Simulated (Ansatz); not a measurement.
`BN(C=C)[SiH2]C` + `C[SiH2][SiH2][SiH3]` → `C[SiH2][SiH2]C` + `BN(C=C)[SiH2][SiH3]`  (redistribution)

Computed with Ansatz on PBE0-D4/def2-TZVP structures; ΔE is electronic, products minus reactants. CCSD(T)/CBS adds triple-zeta CCSD(T) − MP2 to the extrapolated MP2 energy (def2 sets, frozen cores). DFT in def2-TZVPP. One conformer a species, not always the lowest.

`BN(C=C)[SiH2]C`:

Cartesian coordinates in Å:
```
B 1.115 1.582 1.148
N 0.227 0.584 0.705
C -1.157 0.808 0.774
C -2.117 -0.039 0.417
Si 0.848 -0.926 0.015
C 0.575 -0.986 -1.827
H 2.293 1.391 1.083
H 0.668 2.607 1.578
H -1.413 1.788 1.166
H -3.153 0.254 0.522
H -1.922 -1.033 0.031
H 0.165 -2.065 0.681
H 2.292 -0.965 0.338
H 1.124 -0.180 -2.319
H 0.934 -1.937 -2.229
H -0.481 -0.884 -2.082
```

`C[SiH2][SiH2][SiH3]`:

Z-matrix (Å, degrees):
```
C
Si 1 1.876
H 1 1.092 2 110.7
H 1 1.092 2 110.6 3 -120.0
H 1 1.092 2 110.7 3 119.9
Si 2 2.340 1 112.5 3 -59.9
H 2 1.491 1 110.2 3 179.2
H 2 1.491 1 110.2 3 60.9
Si 6 2.338 2 110.8 1 -179.9
H 6 1.492 2 110.0 1 -59.0
H 6 1.492 2 110.0 1 59.2
H 9 1.488 6 111.5 2 -180.0
H 9 1.488 6 109.9 2 -59.6
H 9 1.488 6 109.9 2 59.6
```

`C[SiH2][SiH2]C`:

Z-matrix (Å, degrees):
```
C
Si 1 1.879
H 1 1.093 2 110.8
H 1 1.092 2 110.8 3 -119.9
H 1 1.092 2 110.9 3 120.0
Si 2 2.342 1 111.5 3 59.9
H 2 1.493 1 109.5 3 -60.8
H 2 1.491 1 109.9 3 -178.4
C 6 1.879 2 111.5 1 -59.5
H 6 1.493 2 109.0 1 61.5
H 6 1.491 2 109.6 1 178.6
H 9 1.092 6 110.7 2 -60.0
H 9 1.093 6 110.8 2 59.9
H 9 1.092 6 110.9 2 179.9
```

`BN(C=C)[SiH2][SiH3]`:

Cartesian coordinates in Å:
```
B 0.850 -2.206 -0.405
N 0.231 -1.064 0.138
C 0.647 -0.564 1.379
C 0.110 0.464 2.030
Si -1.020 -0.190 -0.765
Si -0.306 1.982 -1.300
H 0.493 -2.619 -1.467
H 1.727 -2.735 0.217
H 1.490 -1.102 1.802
H 0.520 0.772 2.982
H -0.745 1.019 1.660
H -2.272 -0.140 0.039
H -1.267 -0.976 -1.996
H -1.020 2.425 -2.529
H -0.597 2.957 -0.216
H 1.157 1.975 -1.571
```

Question: Is it downhill or uphill in electronic energy at CCSD(T)/CBS, and by how much? (Estimate.)

Answer: Ansatz gave: Uphill: ΔE = +19.3 kJ/mol.

Question: What do these levels give: r2SCAN-D4, PBE0-D4, PBE0, HF/def2-QZVPP, MP2/def2-QZVPP, HF/CBS(def2)? (Estimate.)

Answer: Computed: r2SCAN-D4 20.1, PBE0-D4 18.7, PBE0 20.0, HF/def2-QZVPP 20.0, MP2/def2-QZVPP 19.6, HF/CBS(def2) 20.0 kJ/mol.

Largest T1 diagnostic among the species: 0.014.
